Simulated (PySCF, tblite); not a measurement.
Species: C2H10ClNSi3.
Structure used (GFN2-xTB), in Å, numbered top down from 1:
```
atom  x, y, z in Å
C1    -2.119    0.638    0.757
C2    -1.788    1.149   -0.419
Si3   -0.610    0.323   -1.644
Cl4    0.541    1.830   -2.405
Si5    0.655   -1.417   -0.803
N6     1.040   -1.128    0.865
Si7    1.762    0.257    1.625
H8    -2.797    1.134    1.435
H9    -1.721   -0.304    1.095
H10   -2.214    2.106   -0.701
H11   -1.440   -0.097   -2.788
H12    1.877   -1.680   -1.584
H13   -0.111   -2.671   -0.777
H14    1.113   -1.968    1.418
H15    1.325    0.216    3.023
H16    1.254    1.425    0.915
H17    3.227    0.199    1.559
```

Method: CAM-B3LYP/def2-SVPD in PySCF (dipole) on a GFN2-xTB geometry, gas phase.

Masses are those of the commonest isotopes; rigid-rotor values at the optimised geometry. The values belong to one conformer with, in the numbering `[CH2:1]=[CH:2][Si@@H:3]([Cl:4])[SiH2:5][NH:6][SiH3:7]`, C1–C2–Si3–Cl4 -139°, C2–Si3–Si5–N6 -33°, Si3–Si5–N6–Si7 -52°.

Question: What are A, B and C (MHz)?

Answer: Ia = 377.92, Ib = 638.46, Ic = 692.54 u·Å²; 505379 MHz·u·Å²/I gives A = 1337, B = 791.6, C = 729.7 MHz.

Question: Classify the top.

Answer: An asymmetric top; Ray's κ = -0.796.

Question: What does the inertial defect say?

Answer: Not planar: Δ = Ic − Ia − Ib = -323.83 u·Å². For a rigid frame Δ = −2 Σ m c², so Σ m c² = 161.92 u·Å² lies off the ab plane: 24.04 from hydrogen and 137.88 from heavier atoms. The atom farthest from that plane is 2.80 Å away.

Question: Give the other two planar moments, Paa and Pbb, and the rms extents of the mass along the axes.

Answer: Paa = Σ m a² = (Ib + Ic − Ia)/2 = 476.54 and Pbb = Σ m b² = (Ia + Ic − Ib)/2 = 216.00 u·Å². With the mass M = 166.98 u, the rms extents √(P/M) along a, b and c are 1.69, 1.14, 0.98 Å.

Question: Which lines would a microwave search look for?

Answer: The dipole components are |μa| = 1.76 D, |μb| = 1.30 D, |μc| = 0.84 D. The squared components, which scale the intensities, stand as 1.00 : 0.55 : 0.23 (a : b : c). Some lines, for components of 0.1 D or more:

```json
{"type": "c", "branch": "Q", "J(Ka,Kc)": "2(1,2) ← 2(0,2)", "MHz": "489", "lower level (cm⁻¹)": "0.152"}
{"type": "b", "branch": "Q", "J(Ka,Kc)": "2(1,1) ← 2(0,2)", "MHz": "674", "lower level (cm⁻¹)": "0.152"}
{"type": "b", "branch": "Q", "J(Ka,Kc)": "2(2,0) ← 2(1,1)", "MHz": "1642", "lower level (cm⁻¹)": "0.175"}
{"type": "b", "branch": "Q", "J(Ka,Kc)": "2(2,1) ← 2(1,2)", "MHz": "1823", "lower level (cm⁻¹)": "0.168"}
{"type": "b", "branch": "R", "J(Ka,Kc)": "2(0,2) ← 1(1,1)", "MHz": "2492", "lower level (cm⁻¹)": "0.069"}
{"type": "a", "branch": "R", "J(Ka,Kc)": "2(0,2) ← 1(0,1)", "MHz": "3038", "lower level (cm⁻¹)": "0.051"}
{"type": "b", "branch": "R", "J(Ka,Kc)": "2(1,2) ← 1(0,1)", "MHz": "3527", "lower level (cm⁻¹)": "0.051"}
{"type": "c", "branch": "R", "J(Ka,Kc)": "2(1,1) ← 1(0,1)", "MHz": "3712", "lower level (cm⁻¹)": "0.051"}
{"type": "c", "branch": "R", "J(Ka,Kc)": "2(2,0) ← 1(1,0)", "MHz": "4747", "lower level (cm⁻¹)": "0.071"}
{"type": "c", "branch": "R", "J(Ka,Kc)": "2(2,1) ← 1(1,1)", "MHz": "4803", "lower level (cm⁻¹)": "0.069"}
{"type": "b", "branch": "R", "J(Ka,Kc)": "2(2,0) ← 1(1,1)", "MHz": "4808", "lower level (cm⁻¹)": "0.069"}
```

Its GFN2-xTB frequencies are all real (lowest 18 cm⁻¹). Constants of a rigid frame at the computed geometry: no zero-point averaging, no centrifugal distortion. A rigid rotor knows nothing of inversion at nitrogen or internal rotation, which can split or shift real lines. Quadrupole hyperfine structure (14N, 35Cl) is left out.
